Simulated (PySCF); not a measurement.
**Structure from NMR data**

An unknown has the formula C$_{6}$H$_{10}$FPSi$_{2}$. Its calculated NMR data are:

$^{1}$H NMR (300 MHz, computed): δ 7.78 (m, 2H), 7.74 (m, 2H), 7.72 (m, 1H), 6.26 (m, 1H), 4.42 (m, 1H), 4.07 (m, 1H), 1.01 (m, 2H).

$^{13}$C{$^{1}$H} NMR (computed): δ 138.4 (C), 138.2 (CH), 136.3 (CH), 133.6 (CH).

- σ from GIAO-PBE0/pcSseg-1
- structure optimised with GFN2-xTB
- code: PySCF 2.14.0 with density-fitted response routines
- rapidly exchanging positions averaged, relativity neglected, one computed conformer, no solvent

Referencing at the same level of theory: $^{1}$H (σref 31.72) and $^{13}$C (σref 186.93) against TMS.

Propose a structure and justify it.

## Answers


4 carbon signals for 6 carbons: some carbons are equivalent by symmetry or fast rotation. Carbon types of the structure: 1 × C, 5 × CH, leaving 5 H on heteroatoms. δC 138.4: substituted aromatic carbon. δC 138.2, 136.3, 133.6: aromatic CH; the aromatic region. δH 7.78, 7.74, 7.72: hydrogen on an aromatic CH; ring-current deshielding. δH 6.26: hydrogen on a silicon bonded to C, F, Si. δH 4.42, 4.07: hydrogen on a silicon bonded to P, Si. δH 1.01: hydrogen on a phosphorus bonded to Si.

The compound is SMILES F[Si@@H]([SiH2]P)c1ccccc1.

The shifts were computed for this structure.

Splittings by $^{19}$F and $^{31}$P in the carbon and heteronuclear signals aren't shown, as no couplings were computed. Shifts are as computed. Against solution values, carbons near 30 ppm lie about +3 ppm off and those near 130 ppm about +5 ppm. Of 1211 compounds with measured shifts, 218 miss one by over three times the rms of a fit or turn the order of signals round; such compounds aren't used in these exercises. No couplings were computed; multiplicities are counted from neighbouring protons, with m where these are inequivalent, close in shift, in a saturated or five-membered ring or joined by F or P, and br s for small geminal =CH2 splittings.
